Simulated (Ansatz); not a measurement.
C₂H₆B₂FN, SMILES `BC1(F)NB1C`. Charge 0, multiplicity 1. The geometry is a stationary point of PBE0-D4/def2-TZVP.

```xyz
12

B     0.280    1.533    0.432
C    -1.010    0.869    0.752
F    -1.476    0.553    1.969
N    -1.431    0.009   -0.260
B    -0.060   -0.185   -0.279
C     0.942   -1.304   -0.658
H     1.074    1.805    1.280
H     0.388    1.930   -0.699
H    -2.320   -0.449   -0.361
H     0.511   -2.051   -1.327
H     1.253   -1.812    0.261
H     1.849   -0.898   -1.108
```

Task: What is the dipole moment at r2SCAN/def2-TZVPP? (Best estimate.)

Result: Ansatz gave: 3.49 D, with components (-1.17, -2.88, -1.59) D in this frame, pointing from negative to positive charge.

Task: And with PBE, B3LYP, ωB97M-V? (Estimate.)

Result: The calculation gave: PBE 3.46 D, B3LYP 3.44 D, ωB97M-V 3.48 D.

Task: Give the Mulliken charges with r2SCAN, B3LYP, ωB97M-V in def2-TZVPP. (Best estimate.)

Result: The calculation gave: 
| atom | r2SCAN | B3LYP | ωB97M-V |
| --- | --- | --- | --- |
| B1 | -0.26 | -0.31 | -0.42 |
| C2 | 0.32 | 0.33 | 0.30 |
| F3 | -0.19 | -0.19 | -0.18 |
| N4 | -0.16 | -0.13 | -0.10 |
| B5 | 0.11 | 0.06 | 0.06 |
| C6 | -0.22 | -0.28 | -0.32 |
| H7 | -0.01 | 0.01 | 0.07 |
| H8 | 0.00 | 0.02 | 0.08 |
| H9 | 0.18 | 0.18 | 0.15 |
| H10 | 0.06 | 0.09 | 0.11 |
| H11 | 0.08 | 0.11 | 0.12 |
| H12 | 0.09 | 0.12 | 0.13 |

B3LYP here is the variant with VWN-RPA as its local correlation; programs differ in this.
